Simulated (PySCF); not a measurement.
LDA on Tc⁻ (technetium, charge -1), [Kr] 4d6 5s2, high-spin 5D determinant. Calculation: PySCF 2.14, in aug-cc-pVTZ-DK; the spin-free X2C one-electron Hamiltonian (Gaussian nucleus).

```
cycle= 1 E= -4280.29944870505  delta_E= -0.039  |g|= 0.0923  |ddm|= 2.19
cycle= 2 E= -4280.30030108357  delta_E= -0.000852  |g|= 0.0774  |ddm|= 0.25
cycle= 3 E= -4280.30083853448  delta_E= -0.000537  |g|= 0.0342  |ddm|= 0.116
cycle= 4 E= -4280.30144411029  delta_E= -0.000606  |g|= 0.00996  |ddm|= 0.08
cycle= 5 E= -4280.3015134289  delta_E= -6.93e-05  |g|= 0.000337  |ddm|= 0.0195
cycle= 6 E= -4280.30151349395  delta_E= -6.51e-08  |g|= 6.84e-05  |ddm|= 0.000993
cycle= 7 E= -4280.30151349795  delta_E= -4e-09  |g|= 2.14e-06  |ddm|= 0.000337
cycle= 8 E= -4280.30151349797  delta_E= -1.36e-11  |g|= 1.3e-06  |ddm|= 2.69e-05
converged SCF energy = -4280.30151349797  <S^2> = 6.0594162  2S+1 = 5.0237103
```

Highest occupied orbital energy: 2.038 eV; ⟨L²⟩ = 6.02; populations by l: s 10.00, p 18.00, d 16.00, f 0.00.

Question: Can this result be used?

Answer: With care. Self-consistency was reached. At LDA the highest occupied level has a positive energy, so only the finite basis holds that electron; in a semilocal or global hybrid functional this comes from self-interaction and does not mean that the real anion is unbound.
